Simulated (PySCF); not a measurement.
tin monoxide anion (OSn), SMILES [O]=[Sn] (connectivity only; charge and spin as stated), charge -1, multiplicity 2.

Coordinates come from a B3LYP-D3(BJ)/def2-TZVPD optimisation. The multiplicity is an assumed one; other spin states were not compared. The def2 effective core potentials stand for the cores of Sn; spin–orbit coupling is left out.

Calculation: PBE/def2-TZVPD (PySCF).

Gas-phase values at a fixed geometry. A positive occupied level means that this level leaves the electron formally unbound; only the finite basis holds it.

The total energy comes out as -289.50598 hartree, the point group comes out as C∞v and the α spin, highest occupied and lowest empty level is 1.99 and 2.13 eV. The β spin, highest occupied and lowest empty level is -0.42 and 2.36 eV. The dipole moment about the centre of nuclear charge comes out as 2.78 D and the ⟨S²⟩ comes out as 0.753 (pure state 0.75).
